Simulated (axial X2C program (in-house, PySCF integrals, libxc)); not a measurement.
# MoSn: properties at the nuclei

Calculated with an in-house all-electron X2C program for linear molecules (integrals from PySCF): two-component X2C with atomic mean-field Coulomb and Gaunt terms, Gaussian nuclei, basis Sn dyall-cv3z, Mo dyall-cv3z with contracted cores.

R = 2.732 Å (near the PBE0 minimum at charge 0 of the determinant lowest at the starting distance; the state shown can have its own minimum elsewhere).

Determinant lowest in the PBE0 search, Ω = 3 (⟨Sz⟩ = 2.02, ⟨Lz⟩ = 0.98 at PBE0), spin on the atoms Sn -0.55, Mo 2.57:

```json
{"level": "PBE0", "Eeff magnitude (GV/cm)": "0.704", "Ws magnitude Sn (kHz)": "0.00513", "Ws magnitude Mo (kHz)": "0.118", "A∥/gI Sn (MHz)": "316", "qzz Sn (a.u.)": "-5.45", "A∥/gI Mo (MHz)": "343", "qzz Mo (a.u.)": "-0.21", "μ (D)": "2.06"}
{"level": "HF", "Eeff magnitude (GV/cm)": "2.04", "Ws magnitude Sn (kHz)": "0.443", "Ws magnitude Mo (kHz)": "0.03", "A∥/gI Sn (MHz)": "245", "qzz Sn (a.u.)": "-5.44", "A∥/gI Mo (MHz)": "244", "qzz Mo (a.u.)": "-0.47", "μ (D)": "2.50"}
{"level": "PBE", "Eeff magnitude (GV/cm)": "1.09", "Ws magnitude Sn (kHz)": "0.0452", "Ws magnitude Mo (kHz)": "0.136", "A∥/gI Sn (MHz)": "278", "qzz Sn (a.u.)": "-4.97", "A∥/gI Mo (MHz)": "370", "qzz Mo (a.u.)": "-0.14", "μ (D)": "1.53"}
{"level": "B3LYP", "Eeff magnitude (GV/cm)": "1.1", "Ws magnitude Sn (kHz)": "0.088", "Ws magnitude Mo (kHz)": "0.0961", "A∥/gI Sn (MHz)": "283", "qzz Sn (a.u.)": "-5.13", "A∥/gI Mo (MHz)": "318", "qzz Mo (a.u.)": "-0.07", "μ (D)": "1.71"}
{"level": "TPSSh", "Eeff magnitude (GV/cm)": "0.907", "Ws magnitude Sn (kHz)": "0.0168", "Ws magnitude Mo (kHz)": "0.134", "A∥/gI Sn (MHz)": "303", "qzz Sn (a.u.)": "-5.25", "A∥/gI Mo (MHz)": "326", "qzz Mo (a.u.)": "-0.15", "μ (D)": "1.94"}
```

Determinant 0.40 eV from it at PBE0 and this distance, Ω = 2 (⟨Sz⟩ = 2.99, ⟨Lz⟩ = -0.99 at PBE0), spin on the atoms Sn 0.38, Mo 2.62:

```
level  Eeff magnitude (GV/cm)  Ws magnitude Sn (kHz)  Ws magnitude Mo (kHz)  A∥/gI Sn (MHz)  qzz Sn (a.u.)  A∥/gI Mo (MHz)  qzz Mo (a.u.)  μ (D)
 PBE0                   0.734                  0.589                  0.299            -557          -5.83             328          -0.05   2.27
   HF                    4.76                    1.7                  0.238            -607          -7.05             169          -0.43   3.21
  PBE                    0.11                  0.391                   0.28            -532          -5.13             383           0.02   1.68
B3LYP                   0.658                  0.602                  0.319            -534          -5.32             285           0.05   1.84
TPSSh                   0.238                  0.446                  0.298            -542          -5.43             297           0.02   2.12
```

Eeff is the effective electric field on the electron electric dipole moment in this Ω state and Ws the scalar–pseudoscalar constant of the nucleus named (defined with the proton number Z and per Ω); A∥ (defined per Ω) follows by multiplying with gI = μI/(I μN); qzz is the electric field gradient, eQq0 = 234.96 MHz × Q/barn × qzz; μ is positive if the Mo end (last atom) is positive. The operators were transformed with the bare-nucleus X2C matrices; with these basis sets, hyperfine constants and field gradients can be off by tens of per cent, and where levels differ in sign neither size nor sign is settled.

(1) With gI(119Sn) = -2.0946, gI(95Mo) = -0.3657 (g factors from the IAEA table of nuclear moments by Stone), turn the PBE0 values of the first state into constants in MHz.

Each state is one determinant with collinear spin, which with several unpaired electrons need not be a pure state. Unrestricted Hartree–Fock can overshoot spin polarisation at the nuclei. In the state Ω = 3 the sign of Eeff differs between levels (HF against PBE0). With several open shells hyperfine constants can be off by a factor of several. Where Eeff spreads by more than a factor of two the levels disagree and none is to be relied on. In the state Ω = 3 the atomic spins oppose each other (-0.55, 2.57): a broken-symmetry determinant whose values are not spin-projected. Open-shell Ω = 0 determinants with evenly filled partner blocks cannot be reached by this program, so the Ω shown need not be the lowest component. States lie within half an eV, so the first need not be the ground state. The sign of Ws at Sn differs between levels in the first state. Further determinants of the search, some of them spin-mixed, are not shown. Where a field gradient or hyperfine factor spreads by more than a factor of two over the levels, a constant derived from it is not to be relied on. PBE0 term energies can be off by some tenths of an eV.

Results:

(1) A∥(119Sn) = 316 × -2.0946 = -662 MHz; A∥(95Mo) = 343 × -0.3657 = -125 MHz.
